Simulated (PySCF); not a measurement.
Calculation: TPSSh-D3(BJ)/def2-TZVP // PBE0-D3(BJ)/def2-TZVP (PySCF). Isolated molecules, 0 K electronic values unless said otherwise. One relaxed conformer stands for a flexible species; it need not be the lowest. Excitations are Tamm–Dancoff values on a coarser integration grid. The basis has no diffuse functions, so Rydberg states are missing or too high.

Reference species (SMILES): `S[Si](S)(S)S` (neutral, multiplicity 1).

S1–T1 gap (TDA): 0.41 eV
S1 oscillator strength: 0.008
LUMO: -0.83 eV

Changed species: `S[Si](F)(S)S` (3 of 4 F replaced by SH; the reference has 4 of 4 F replaced by SH).

**Question.** What does the change do to the S1–T1 gap (TDA), S1 oscillator strength and LUMO?

**Answer.** the S1–T1 gap (TDA) rises by 0.07 eV, to 0.48 eV; the S1 oscillator strength is nearly the same; the LUMO rises by 0.16 eV, to -0.67 eV.
